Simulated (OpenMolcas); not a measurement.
## Pr4+ in a ligand field

Pr4+ with 4 ligands (fluoride) in tetrahedral coordination (Td) at 2.03 Å. Ligand basis ANO-RCC-VDZP.

```
Program             : OpenMolcas
Method              : SS-CASPT2, IPEA 0.25 Eh, imaginary shift 0.1 Eh (closed shells correlated: 5s 5p and the ligand valence shells)
Basis               : ANO-RCC-VDZP [7s6p4d2f1g]
Scalar Hamiltonian  : DKH2, point nucleus
Active space        : 1 electron in 7 orbitals (4f)
State averaging     : 2S+1 = 2 odd, 7 roots
Spin-orbit coupling : RASSI with atomic mean-field integrals over the reference wave functions
```

The lowest spin-free states (labels of Td), above the lowest:

```csv
State,Degeneracy,E (cm-1),Free-ion L (%)
2T2,3,0,F (100)
2T1,3,710,F (100)
2A1,1,3320,F (100)
```

The lowest levels with spin-orbit coupling:

```
E (cm-1)  Degeneracy  Label  2S+1     J  |mJ| (%)               g
       0           4     Γ8     2  2.53  1/2 (50)                
    1170           2     Γ6     2  2.61  3/2 (77)  1.28 1.28 1.28
    2840           2     Γ7     2  3.52  1/2 (58)  2.64 2.64 2.64
    3340           4     Γ8     2  3.50  3/2 (37)                
    5480           2     Γ6     2  3.36  5/2 (69)  3.28 3.28 3.28
```

Electric-dipole absorption from the lowest level at this geometry, strongest bands:

```tsv
E (cm-1)	λ (nm)	Label	f
2840	3520	Γ7	1.24e-06
3340	3000	Γ8	1.20e-06
```

Powder χT (cm3 K/mol): 0.438 at 2 K, 0.441 at 10 K, 0.457 at 50 K, 0.476 at 100 K, 0.515 at 200 K, 0.553 at 300 K. The effective moment at 300 K is 2.828 √(χT) = 2.10 μB.

Hund's rules give f1 the level 2F5/2 with g = 0.857, so an isolated free-ion multiplet has χT = g² J(J+1) / 8 = 0.804 cm3 K/mol. The computed 0.553 at 300 K differs by -31 %, through the field's splitting, the mixing of terms and any other multiplet in reach.

Stevens parameters of the J = 5/2 multiplet, which is 1170 cm-1 wide (cm-1, z along the main axis): B40 = -3.159e+00, B44 = -1.685e+01.

Roots that are degenerate in the reference are averaged as groups; the widest CASPT2 spread within a group is 17 cm-1 (the 3-fold group of multiplicity 2 near 706 cm-1 above the lowest state of its run). Shifts and gaps below about the spread of the groups concerned are not significant. Splittings of an f shell from a small cluster at a set distance can be off by tens of per cent, mostly too small. No measured value stands beside these numbers; the geometry is a model, was not optimised and need not be the one that this ion takes.
